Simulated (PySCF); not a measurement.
## Shapes and spin states of CoHCl

All numbers come from PySCF, PBE0, basis Co def2-TZVP, H def2-TZVP, Cl def2-TZVP (no relativity, density fitting).

Relaxations began from a few typed shapes and spin states; open shells are unrestricted. The search is not exhaustive: other isomers or separated fragments can lie lower, and high-lying points may rest on an excited occupation.

| spin | group | bonds | angles | imaginary modes (cm⁻¹) | ΔE (kJ/mol) | ΔE with ZPE (kJ/mol) |
| --- | --- | --- | --- | --- | --- | --- |
| quartet | C∞v | Co–Cl 2.149 Å, Co–H 1.567 Å | Cl–Co–H 180.0° | none | 0.0 | 0.0 |
| broken-symmetry Ms = 1/2 (⟨S²⟩ 1.46) | Cs | Co–Cl 2.099 Å, Co–H 1.506 Å | Cl–Co–H 120.5° | none | 96.7 | 94.4 |
| broken-symmetry Ms = 1/2 (⟨S²⟩ 1.75) | C∞v | Co–Cl 2.137 Å, Co–H 1.548 Å | Cl–Co–H 180.0° | none | 97.1 | 96.6 |

The lowest minimum found is the quartet C∞v: Co–Cl 2.149 Å, Co–H 1.567 Å; Cl–Co–H 180.0°.

For the lowest minimum: the spin densities have lower symmetry than the nuclear frame. Other spin states or occupations of the open shell can lie lower.

The electron or spin density has lower symmetry than the nuclear frame for the broken-symmetry Ms = 1/2 (⟨S²⟩ 1.46) Cs at 96.7 kJ/mol, broken-symmetry Ms = 1/2 (⟨S²⟩ 1.75) C∞v at 97.1 kJ/mol.
